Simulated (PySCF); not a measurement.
## Converging GeSe in the basis (HF)

PySCF, RHF reference; singlet, unpaired electrons none; De to Ge + Se without counterpoise correction.

| basis | relativity | functions | Re (Å) | ωe (cm⁻¹) | De (eV) | μ (D) |
| --- | --- | --- | --- | --- | --- | --- |
| cc-pVDZ-PP | scalar-relativistic core potentials | 46 | 2.123 | 443 | 2.66 | -2.50 |
| x2c-TZVPPall | spin-free X2C | 96 | 2.119 | 441 | 2.74 | -2.48 |
| def2-TZVPPD | no relativity | 111 | 2.125 | 442 | 2.82 | -2.44 |

Q: How does each smaller set differ from the one with most functions, def2-TZVPPD?

A: cc-pVDZ-PP: -0.2 pm, +0.2 % in ωe, -0.16 eV in De; x2c-TZVPPall: -0.6 pm, -0.2 % in ωe, -0.08 eV in De. All at HF; the set with most functions is neither the basis-set limit nor always the best. The rows treat relativity differently, so the differences are not basis effects alone.

A positive dipole means Ge(−)Se(+). Measured (Huber and Herzberg, Constants of Diatomic Molecules (1979)): Re = 2.134629 Å, ωe = 408.7 cm⁻¹. Where the molecule has an RHF reference, its open-shell atoms are computed with UHF. Hartree–Fock leaves out correlation, which carries a large part of most bond energies and some tenths to 1 eV of ionisation energies.
